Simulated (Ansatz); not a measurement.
Reaction (redistribution): `CB(S)O[SiH3]` + `F[CH]1[S][GeH2]1` → `FB(S)O[SiH3]` + `C[CH]1[S][GeH2]1`

Computed with Ansatz on PBE0-D4/def2-TZVP structures; ΔE is electronic, products minus reactants. CCSD(T)/CBS is the MP2 limit (def2-TZVPP, def2-QZVPP) plus CCSD(T) − MP2 in def2-TZVPP, frozen cores. Functionals use def2-TZVPP. For Ge outer-core shells are correlated without core-valence functions, which leaves a few kJ/mol of doubt a bond. Scalar relativity is left out up to krypton. Each species was taken in one conformer, which may not be the lowest.

(1) Is it downhill or uphill in electronic energy at CCSD(T)/CBS, and by how much? (An estimate is asked.)

(2) What do these levels give: PBE-D4, ωB97X-V, B2PLYP, PBE, HF/def2-TZVPP, HF/def2-QZVPP? (Best estimate.)

Largest T1 diagnostic among the species: 0.013.

Answers

(1) The calculation gave: Downhill: ΔE = -194.7 kJ/mol.

(2) Ansatz gave: PBE-D4 -171.7, ωB97X-V -184.5, B2PLYP -190.1, PBE -171.2, HF/def2-TZVPP -202.6, HF/def2-QZVPP -202.3 kJ/mol.

From PBE to PBE0 (25 % exact exchange), in def2-TZVPP and without D4, ΔE moves by −10.7 kJ/mol.
